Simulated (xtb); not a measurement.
trans-(1R,2R)-1-chloro-2-methylcyclopropane (C₄H₇Cl), SMILES C[C@@H]1C[C@H]1Cl. All values are semi-empirical tight-binding results from xtb (GFN2-xTB unless named), good for trends rather than for accurate numbers. Geometry: GFN2-xTB.

Optimised geometry:

Bond lengths (Å): C1–C2 1.508, C1–H6 1.088, C1–H7 1.087, C1–H8 1.088, C2–C3 1.503, C2–C4 1.496, C2–H9 1.083, C3–C4 1.496, C3–H10 1.080, C3–H11 1.079, C4–Cl5 1.758, C4–H12 1.081. Angles (°): C2–C1–H6 110.5, C2–C1–H7 110.7, C2–C1–H8 110.2, H6–C1–H7 108.6, H6–C1–H8 108.4, H7–C1–H8 108.5, C1–C2–C3 120.5, C1–C2–C4 119.7, C1–C2–H9 114.0, C3–C2–C4 59.9, C3–C2–H9 116.2, C4–C2–H9 116.2, C2–C3–C4 59.8, C2–C3–H10 118.7, C2–C3–H11 118.4, C4–C3–H10 117.5, C4–C3–H11 118.0, H10–C3–H11 114.0, C2–C4–C3 60.3, C2–C4–Cl5 119.3, C2–C4–H12 119.7, C3–C4–Cl5 118.9, C3–C4–H12 119.6, Cl5–C4–H12 110.9.
Charge 0, spin multiplicity 1.

Computed properties:
| Property | Value |
|---|---|
| orbital gap | 6.84 eV |
| dipole moment | 2.33 D |
| zero-point energy | 61.9 kcal/mol |
| G − E(el) at 298.15 K (modified RRHO) | 43.6 kcal/mol |
| static polarisability (D4 model) | 58.6 bohr³ |
| solvation energy, GFN2-xTB/ALPB(water) | -1.8 kcal/mol |
| solvation energy, GFN2-xTB/ALPB(acetone) | -5.2 kcal/mol |

Computed atomic charges and the Wiberg bond orders between heavy atoms:
charges (e) C1 -0.11, C2 -0.02, C3 -0.08, C4 0.07, Cl5 -0.21, H6 0.05, H7 0.04, H8 0.05, H9 0.05, H10 0.05, H11 0.06, H12 0.05. Bond orders C1–C2 1.02, C2–C3 0.96, C2–C4 0.97, C3–C4 0.98, C4–Cl5 0.94.
